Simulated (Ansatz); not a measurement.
A geometry relaxed with CAM-B3LYP-D3(BJ)/def2-TZVPD in Ansatz (a program for electronic structure), charge -1, multiplicity 1:

```xyz
12

O      1.9088    -1.4545     0.3024
H     -0.7232    -0.8516     1.4789
H      2.2447     0.5449    -1.3657
H     -0.7539    -1.4027    -0.9442
H     -0.3547     1.5992    -0.3580
H     -1.9359     0.4877     1.2027
C     -0.1332     0.5600    -0.1246
H     -1.9680    -0.0697    -1.2453
H      2.2765     1.0659     0.9374
C     -1.1162    -0.1004     0.8054
C     -1.1354    -0.4322    -0.6530
Si     1.6905     0.0534    -0.0361
```

Problem. Write the SMILES of this molecule.

Solution. `[O-][SiH2]C1CC1`
